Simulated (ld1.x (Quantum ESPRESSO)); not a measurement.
The numbers below are computed, except where a source is named.
Pseudopotentials across the periodic table

Generated with ld1.x 7.5 (TM, RRKJ, ultrasoft, PAW), atompaw 4.2 or ONCVPSP 4.0.1. The cutoff is in Ry: for ld1.x and atompaw files where the sum of valence levels is converged to 10 mRy in a Bessel basis, for ONCV files where the hardest occupied wave has 1 mHa per electron of residual kinetic energy. The error is the largest all-electron minus pseudo excitation energy over each file’s own four to seven test configurations (ionisations up to +4, promotions, holes and added fractions of an electron), all of which were solved. The labels leave out finer settings (local radius, basis sizes, second energies), which also bear on the numbers. Spin-polarised tests are not counted. The rows are a selection from randomly drawn settings: files with unsolved tests, undetermined cutoffs or missed reference levels are left out.

```csv
element,potential,cutoff (Ry),largest error (meV),bound ghosts
P,"RRKJ, PBEsol, non-relativistic, rc 1.35/2.00/1.60 (spd), local p, core correction no, reference 3s2 3p3",18,+225,none
Br,"PAW, PBE, scalar-relativistic, rc 1.05/0.80/0.90 (spd), local smoothed, core correction yes, reference 3s2 3p6 3d10 4s2 4p5",230,-73,none
Br,"TM semilocal, LDA (PZ), scalar-relativistic, rc 1.25/1.65/2.00 (spd), local s, core correction yes, reference 4s2 4p5",50,-38,none
Hf,"PAW, PBE, scalar-relativistic, rc 3.30/2.30/2.80 (spd), local smoothed, core correction yes, reference 5p6 5d2 6s1.5 6p0",15,-85,none
Re,"PAW, PBEsol, scalar-relativistic, rc 1.90/2.45/2.80 (spd), local smoothed, core correction yes, reference 5s2 5p6 5d5 6s2 6p0",25,-16,none
Pt,"TM, PBEsol, scalar-relativistic, rc 2.05/3.35/1.85 (spd), local s, core correction no, reference 5d9 6s0.75 6p0.25",40,-55,none
```

(1) Fill in the row for Ta: TM semilocal, PBE, scalar-relativistic, rc 2.25/1.75/2.65 (spd), local s, core correction yes, reference 5p6 5d3 6s2 6p0.

## Answers

(1) cutoff 40 Ry, largest error +145 meV, bound ghosts: none.
